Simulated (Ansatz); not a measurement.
ClH₅O₂Si₂, SMILES `O[Si](O)([SiH3])Cl`, relaxed with RKS PBE0-D4/def2-TZVP in Ansatz from a PBE-D4/def2-SVP geometry. The force threshold is 0.005 eV/Å; the program also tests the step.

Total charge 0; spin multiplicity 1.

Start:

```xyz
10

O     1.738   -0.921   -0.296
Si    0.609    0.209    0.206
O     0.971    1.653   -0.535
Si   -1.617   -0.295   -0.301
Cl    0.758    0.340    2.300
H     1.930   -1.635    0.337
H     1.915    1.901   -0.521
H    -1.966   -1.604    0.356
H    -1.817   -0.425   -1.786
H    -2.522    0.777    0.239
```

| step | energy (eV) | largest force (eV/Å) | largest move (Å) |
| --- | --- | --- | --- |
| 1 | -32445.4142 | 0.953 | 0.000 |
| 2 | -32445.4661 | 0.579 | 0.050 |
| 3 | -32445.4787 | 0.211 | 0.037 |
| 4 | -32445.4819 | 0.117 | 0.016 |
| 5 | -32445.4823 | 0.182 | 0.024 |
| 6 | -32445.4836 | 0.067 | 0.031 |
| 7 | -32445.4846 | 0.015 | 0.011 |
| 8 | -32445.4847 | 0.020 | 0.015 |
| 9 | -32445.4848 | 0.005 | 0.010 |
| 10 | -32445.4848 | 0.005 | 0.005 |
| 11 | -32445.4848 | 0.003 | 0.002 |

End:

```xyz
10

O     1.693   -0.925   -0.284
Si    0.609    0.203    0.202
O     0.972    1.614   -0.522
Si   -1.612   -0.297   -0.300
Cl    0.795    0.353    2.262
H     1.917   -1.621    0.336
H     1.882    1.919   -0.496
H    -1.961   -1.590    0.347
H    -1.794   -0.423   -1.770
H    -2.502    0.769    0.225
```

It took 32 s on 4 threads of an INTEL XEON PLATINUM 8581C on a shared host, with 0.6 GiB of host memory at the peak.
